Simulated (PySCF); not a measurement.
**Unknowns**

PySCF 2.14.0 with density-fitted response routines calculation with shielding tensors at PBE0/pcSseg-1 (GIAO), structure optimised with PBE0-D3(BJ)/def2-SVP and J: B3LYP/pcJ-1 (spin–dipole term left out of most H,H and C,H couplings); averaged over atoms made equivalent by symmetry, fast rotation or ring inversion, gas phase, one conformer, non-relativistic.

References, each an isolated molecule treated in the same way: ¹H, ¹³C against TMS. Multiplet labels drop J under 1 Hz and among equivalent protons, and merge close values. Unscaled 3J(H,H) run several per cent high. Shifts are as computed. Against solution values, carbons near 30 ppm lie about +2 ppm off and those near 130 ppm about +5 ppm. Of 1211 compounds with measured shifts, 218 miss one by over three times the rms of a fit or turn the order of signals round; such compounds aren't used in these exercises.

(1) C7H5N. ¹H NMR (500 MHz, computed): δ 8.75 (dt, J = 5.4, 1.3 Hz, 1H), 7.67 (td, J = 8.6, 1.6 Hz, 1H), 7.50 (dd, J = 8.7, 1.0 Hz, 1H), 7.14 (dd, J = 8.4, 5.4 Hz, 1H), 3.13 (s, 1H). ¹³C{¹H} NMR (computed): δ 155.5 (CH), 147.6 (C), 140.7 (CH), 134.5 (CH), 127.6 (CH), 86.7 (C), 85.5 (CH). Identify the compound.

(2) C4H8. ¹H NMR (600 MHz, computed): δ 1.02 (m, 3H), 0.51 (m, 1H), 0.43 (m, 2H), -0.06 (m, 2H). ¹³C{¹H} NMR (computed): δ 21.3 (CH3), 7.2 (CH2), 6.6 (CH). Identify the compound.

Results:

(1) 2-ethynylpyridine (C#Cc1ccccn1). Rings plus π bonds: 6 (1 ring in the answer). 7 carbon signals for 7 carbons: no two carbons are equivalent. Carbon types of the structure: 2 × C, 5 × CH, which accounts for all hydrogens. δC 155.5: aromatic CH next to a ring nitrogen; the adjacent pyridine-type nitrogen withdraws density from it. δC 86.7: alkyne carbon; the triple bond shields along its axis, which puts it between sp3 and sp2 carbons. δC 85.5: terminal alkyne carbon; the triple bond shields along its axis, which puts it between sp3 and sp2 carbons. δH 8.75: hydrogen on an aromatic CH next to a ring nitrogen; ring current plus the neighbouring ring nitrogen. The protons at 7.50 and 7.67 share a coupling of 8.7 Hz (vicinal, an ortho-type coupling). The protons at 7.67 and 7.14 share a coupling of 8.4 Hz (vicinal, an ortho-type coupling). The protons at 7.14 and 8.75 share a coupling of 5.4 Hz (vicinal, an ortho-type coupling).

This is the structure that produced the data.

(2) methylcyclopropane (CC1CC1). The formula gives 1 degree of unsaturation (1 ring in the answer). 3 carbon signals for 4 carbons: some carbons are equivalent by symmetry or fast rotation. Carbon types of the structure: 1 × CH, 2 × CH2, 1 × CH3, which accounts for all hydrogens. δC 21.3: methyl carbon; a saturated carbon with 1 carbon neighbour and no heteroatom attached. δC 7.2, 6.6: three-membered-ring carbon; carbons of three-membered rings are unusually shielded. δH 1.02: hydrogen on a methyl carbon; far from electronegative atoms and π systems. δH 0.51, 0.43, -0.06: hydrogen on a three-membered-ring carbon; cyclopropane-type protons are shielded by the ring.
